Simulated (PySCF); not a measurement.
C₆ coefficients of unlike pairs at TPSS

Calculated with PySCF 2.14 from the dipole response of each species, C₆(A,B) = (3/π) ∫ α_A(iu) α_B(iu) du, in atomic units, from isotropic polarisabilities. For ions this is the dispersion term alone; charge-induced terms of lower order in 1/R come first.

| species | configuration | basis | relativity | α (bohr³) | C₆ (like pair) |
| --- | --- | --- | --- | --- | --- |
| P | [Ne] 3s2 3p3 (4S) | aug-cc-pV(T+d)Z (6s5p4d2f) | none | 26.63 | 200.7 |
| In²⁺ | [Kr] 4d10 5s1 (2S) | x2c-TZVPPall with one added diffuse shell each of s, p, d, f type (9s7p5d3f) | spin-free X2C | 14.23 | 68.48 |
| N³⁺ | [He] 2s2 (1S) | def2-QZVPPD (8s4p4d2f1g) | none | 2.141 | 2.190 |

Estimate C₆ for N³⁺ with P.

The integral gives 20.32. The combination rule 2 C_A C_B / (C_A α_B/α_A + C_B α_A/α_B) gives 20.27 and the geometric mean 20.97.

No spin-orbit coupling is included.

The other pairs:

```json
{"pair": "N³⁺, In²⁺", "C₆": "12.12"}
{"pair": "In²⁺, P", "C₆": "114.1"}
```
